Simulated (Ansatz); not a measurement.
The cluster Ge2O4⁺, relaxed as a doublet with UKS PBE-D4/def2-SVP in Ansatz, starting from the GFN2-xTB geometry. Force threshold 0.02 eV/Å.

The structure holds 2 bonds between oxygen atoms, so isomers without such links may lie far lower. The relaxation made no stability test and no search for a lower SCF solution. Another isomer (doublet) lies 0.27 eV lower at PBE0-D4/def2-TZVP; other spin states weren't run for this one.

Start:

Cartesian coordinates in Å:
```
Ge -0.479 0.615 -1.118
Ge 0.118 -2.969 -0.249
O 0.311 1.507 1.063
O 1.110 1.175 0.070
O -0.915 1.080 0.842
O -0.146 -1.409 -0.608
```

| step | energy (eV) | largest force component (eV/Å) | SCF passes |
| --- | --- | --- | --- |
| 1 | -121168.1330 | 3.420 | 43 |
| 2 | -121168.3129 | 1.662 | 28 |
| 3 | -121168.3683 | 0.237 | 28 |
| 4 | -121168.3716 | 0.104 | 24 |
| 5 | -121168.3732 | 0.130 | 23 |
| 6 | -121168.3747 | 0.058 | 24 |
| 7 | -121168.3751 | 0.021 | 24 |
| 8 | -121168.3751 | 0.004 | 19 |

Force components are those of the run's own axes.

End:

| atom | x (Å) | y (Å) | z (Å) |
| --- | --- | --- | --- |
| Ge1 | -0.4740 | 0.5760 | -1.1294 |
| Ge2 | 0.1215 | -2.9121 | -0.1958 |
| O3 | 0.3230 | 1.4756 | 1.0916 |
| O4 | 1.1233 | 1.1476 | 0.0429 |
| O5 | -0.9297 | 1.0153 | 0.8330 |
| O6 | -0.1641 | -1.3025 | -0.6423 |

By distances, no bond broke or formed. The bond that changes most is Ge1–O6, from 2.11 to 1.97 Å (atoms count from 1).

No frequencies were taken in this run, so the end may be a saddle point.

It took 9.5 s on 4 threads of Arm Neoverse V2 on a shared host.
